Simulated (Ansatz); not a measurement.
Basis sets compared for B₅N₄H₁₆⁻, a cluster cut from zinc blende BN (hydrogen-capped). Total charge -1; singlet. Geometry r2SCAN-D4/def2-SVP. Ansatz on 2 threads of AMD EPYC 7R13 on a shared host and a share (18 GiB) of an NVIDIA H100 80GB HBM3; times are rough, and most runs start from earlier orbitals.

```xyz
25

N    -0.501   -1.203   -0.571
N     1.112   -0.587    1.325
N     0.723    0.878   -1.429
N    -0.782    1.000    0.644
B     0.134   -0.552   -1.850
B     0.472   -1.806    0.503
B    -1.594   -0.254    0.092
B     0.162    0.600    1.832
B    -0.170    1.854   -0.522
H    -1.028   -2.005   -0.922
H     1.903   -0.199    0.808
H     1.541   -0.992    2.158
H     0.915    1.381   -2.296
H     1.645    0.760   -1.006
H    -1.488    1.605    1.065
H     1.071   -1.228   -2.296
H    -0.727   -0.348   -2.707
H     1.402   -2.436   -0.019
H    -0.147   -2.498    1.311
H    -2.148   -0.839    1.026
H    -2.405    0.114   -0.762
H    -0.491    0.159    2.778
H     0.890    1.541    2.179
H    -1.059    2.303   -1.246
H     0.570    2.752   -0.097
```

| level | functions | energy (Eh) | HOMO (eV) | LUMO (eV) | wall time |
| --- | --- | --- | --- | --- | --- |
| HF/STO-3G | 61 | -346.4510 | -4.16 | 18.51 | 9.5 s |
| HF/6-31G | 113 | -350.6127 | -5.97 | 8.51 | 9 s |
| PBE-D4/def2-SVP | 206 | -352.4366 | -1.44 | 3.52 | 10 s |
| PBE0-D4/def2-SVP | 206 | -352.5106 | -2.80 | 4.46 | 9.5 s |

Question: Estimate the rows for HF/def2-TZVP (with forces), PBE-D4/def2-TZVP (with forces), PBE0-D4/def2-TZVP.

Answer: 
| level | functions | energy (Eh) | HOMO (eV) | LUMO (eV) | wall time |
| --- | --- | --- | --- | --- | --- |
| HF/def2-TZVP (with forces) | 375 | -350.8934 | -6.27 | 6.38 | 13 s |
| PBE-D4/def2-TZVP (with forces) | 375 | -352.8222 | -1.71 | 2.91 | 15 s |
| PBE0-D4/def2-TZVP | 375 | -352.8860 | -2.99 | 3.75 | 3.6 s |
